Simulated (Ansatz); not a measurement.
Consider the formal exchange of groups at a C–Al bond: `CO[CH2][AlH][CH3]` + `[CH3][GeH]([OH])[F]` → `[CH3][Ge]([CH3])([OH])[F]` + `CO[CH2][AlH2]`.

Gas-phase electronic energies from Ansatz, PBE0-D4/def2-TZVP geometries. CBS: MP2 limit from def2 TZ/QZ plus the TZ coupled-cluster correction, frozen cores. DFT in def2-TZVPP. For Ge outer-core shells are correlated without core-valence functions, which leaves a few kJ/mol of doubt a bond. Scalar relativity is left out up to krypton. Each species was taken in one conformer, which may not be the lowest.

| level | ΔE (kJ/mol) | difference from CCSD(T)/CBS |
| --- | --- | --- |
| LDA (SPW92) | 5.1 | 10.8 |
| revPBE-D4 | -0.3 | 5.4 |
| B97M-V | -3.7 | 2.0 |
| PBE0-D4 | -1.1 | 4.6 |
| r2SCANh-D4 | 0.4 | 6.1 |
| r2SCAN0-D4 | -1.1 | 4.6 |
| BHLYP-D4 | -5.2 | 0.5 |
| CAM-B3LYP-D4 | -3.4 | 2.3 |
| revPBE | -0.1 | 5.6 |
| BLYP | -0.7 | 5.0 |
| PBE0 | -1.4 | 4.3 |
| MP2/def2-SVP | -6.4 | -0.7 |
| HF/def2-TZVPP | -12.4 | -6.7 |
| MP2/def2-TZVPP | -7.5 | -1.8 |
| CCSD/def2-TZVPP | -8.4 | -2.7 |
| SCS-MP2/def2-QZVPP | -7.5 | -1.8 |
| CCSD(T)/CBS | -5.7 | 0 |

(1) What do rigid-rotor, harmonic-oscillator terms from PBE0-D4/def2-TZVP frequencies (298.15 K, 1 bar) make of the CCSD(T)/CBS value? (An estimate is asked.)

Largest T1 diagnostic among the species: 0.011.

## Answers

(1) Ansatz gave: ΔZPE = -2.0 kJ/mol, ΔH = -6.8 kJ/mol, ΔS = 0 J/(mol·K), ΔG = -6.6 kJ/mol.

From BLYP to BHLYP (50 % exact exchange), in def2-TZVPP and without D4, ΔE moves by −5.0 kJ/mol. Leaving LDA and LC-ωPBE aside and taking each functional with its dispersion term where it has one, the values, not all of them listed here, spread over 7.2 kJ/mol, from BHLYP-D4 to PBE-D4. LDA lies +3.3 kJ/mol from PBE without D4. In def2-TZVPP, CCSD(T) changes the Hartree–Fock value by +5.2 kJ/mol (the triples alone add +1.2 kJ/mol) and MP2 by +4.9 kJ/mol.
